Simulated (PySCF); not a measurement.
Species: C₆H₇N₂ (doublet state).
Structure used (GFN2-xTB), in Å, numbered top down from 1:
```
atom  x, y, z in Å
C1    -1.5005   -1.6842    0.3513
C2    -0.7414   -0.5795    0.0209
C3    -1.1882    0.4495   -0.7334
C4    -1.5968    1.4362   -1.4516
C5     0.6664   -0.5132    0.5052
N6     1.1423   -1.4786    1.1714
N7     1.3004    0.6863    0.3061
C8     2.0818    1.0462   -0.5982
H9    -1.0615   -2.4553    0.9535
H10   -2.5168   -1.7781    0.0162
H11   -1.5001    1.4538   -2.5306
H12   -2.0727    2.3087   -1.0213
H13    2.1032   -1.3483    1.4777
H14    2.5211    2.0337   -0.5370
H15    2.3585    0.4309   -1.4578
```

The hyperfine couplings belong to this conformer and change with its torsions.

The species is `C(=N/[H])(/N=C)C([CH2])=C=C` [radical].

Method used: UKS B3LYP, pcH-1 on C H N, non-relativistic, mean-field spin-orbit, GIAO in PySCF 2.14.0. The structure is a single GFN2-xTB conformer in the gas phase; no vibrational or solvent corrections. A GFN2-xTB geometry isn't a minimum of the functional, and hyperfine couplings can be far from their values at a DFT geometry. The frame is twisted about the C5–N7 bond at this geometry (dihedral N6–C5–N7–C8 = 90°); couplings at other torsion angles weren't computed. No stability test was run, so a lower SCF solution isn't excluded. ⟨S²⟩ is 0.780 where a pure state has 0.75.

Task: Break the g tensor into its mass correction, gauge correction and orbital-Zeeman/spin–orbit terms.

Result: 
```json
{"Δg (ppm)": "relativistic mass correction", "1": "-137", "2": "-137", "3": "-137"}
{"Δg (ppm)": "gauge correction", "1": "34", "2": "4", "3": "33"}
{"Δg (ppm)": "orbital Zeeman/spin–orbit", "1": "-102", "2": "-12", "3": "508"}
{"Δg (ppm)": "total", "1": "-205", "2": "-145", "3": "404"}
```

So g = 2.00211, 2.00217, 2.00272 and g_iso = 2.00234; the tensor is close to axial: the two nearest values differ by 10 % of g3 − g1. Axes: g1 points within 3° of the C3–C4 bond.

Task: At 9.626 GHz, how far is the centre of the isotropic spectrum from where a free electron (g = 2.002319) resonates?

Result: B = hν/(g μB) with μB/h = 13.99624 MHz/mT gives 343.48 mT for the free electron and 343.48 mT at g_iso, the same within 0.01 mT.

Task: What effective moment and Curie constant follow for a powder?

Result: With the mean of g² = 4.0094 and S(S+1) = 0.75: μ_eff = √(⟨g²⟩S(S+1)) = 1.734 μB and χT = 0.12505·⟨g²⟩·S(S+1) = 0.376 cm³ K/mol (cgs; spin-Hamiltonian part alone).

Task: How much does each term add to the isotropic shift?

Result: The mass correction -137, the orbital-Zeeman/spin–orbit term 131 and the gauge correction 23 ppm, for a total of 18 ppm. The mass correction is the same along every axis, so the anisotropy comes from the other two: their spans along these axes are 30 (gauge) and 610 ppm (orbital Zeeman/spin–orbit).

Task: In a frozen sample, at which fields do the three g values resonate at 9.5, 34, 94 and 263 GHz (hyperfine left aside), and which band first spreads them over more than twice a line width of 0.3 mT?

Result: 
| band | GHz | B(g3) mT | B(g2) mT | B(g1) mT | spread mT |
| --- | --- | --- | --- | --- | --- |
| X | 9.5 | 338.92 | 339.01 | 339.02 | 0.10 |
| Q | 34.0 | 1212.96 | 1213.29 | 1213.33 | 0.37 |
| W | 94.0 | 3353.48 | 3354.40 | 3354.50 | 1.02 |
| J | 263.0 | 9382.60 | 9385.17 | 9385.46 | 2.85 |

The spread grows in proportion to the frequency. W band is the first where it exceeds 0.6 mT.

Largest spin populations (Mulliken): C1 (+0.77), C3 (+0.56), C2 (-0.24) and C4 (-0.11). The angles at C1 add up to 360.0°, so it is planar; its axial dipolar tensor and the negative couplings of its protons fit spin in a p orbital normal to that plane.

The HOMO–LUMO gaps are 4.06 eV among the α and 4.74 eV among the β orbitals.
